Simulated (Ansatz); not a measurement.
Gas-phase electronic energies from Ansatz, PBE0-D4/def2-TZVP geometries. CCSD(T)/CBS adds triple-zeta CCSD(T) − MP2 to the extrapolated MP2 energy (def2 sets, frozen cores). This one scheme is used for every species.

Consider the ligand exchange at the Si–F bond: `F[Si](Cl)(Cl)Cl` + HCl → silicon tetrachloride + H–F.

```json
{"species": "`F[Si](Cl)(Cl)Cl`", "MP2/def2-QZVPP energy (Eh)": "-1768.27136"}
{"species": "HCl", "MP2/def2-QZVPP energy (Eh)": "-460.33593"}
{"species": "`Cl[Si](Cl)(Cl)Cl`", "MP2/def2-QZVPP energy (Eh)": "-2128.22436"}
{"species": "H–F", "MP2/def2-QZVPP energy (Eh)": "-100.36692"}
```

Question: Work out ΔE.

Answer: ΔE = (-2128.22436) + (-100.36692) − (-1768.27136) − (-460.33593) = 0.01601 Eh = +42.0 kJ/mol. CCSD(T)/CBS gives +47.4 kJ/mol.

Question: What do rigid-rotor, harmonic-oscillator terms from PBE0-D4/def2-TZVP frequencies (298.15 K, 1 bar) make of the CCSD(T)/CBS value? (Estimate.)

Answer: Ansatz gave: ΔZPE = +3.5 kJ/mol, ΔH = +52.0 kJ/mol, ΔS = -13 J/(mol·K), ΔG = +55.8 kJ/mol.

Largest T1 diagnostic among the species: 0.010.

In def2-TZVPP, CCSD(T) changes the Hartree–Fock value by −14.6 kJ/mol (the triples alone add −3.2 kJ/mol) and MP2 by −23.3 kJ/mol. At CCSD(T), def2-SVP lies +3.0 kJ/mol from the extrapolated value and def2-TZVPP +5.9 kJ/mol. The D4 term adds −8.1 kJ/mol with B3LYP and −4.3 kJ/mol with PBE0; it sums over pairs of atoms, weighted by their polarisabilities, and B3LYP, whose exchange is more repulsive, gets the larger term.

B3LYP here is the variant with VWN-RPA as its local correlation; programs differ in this.
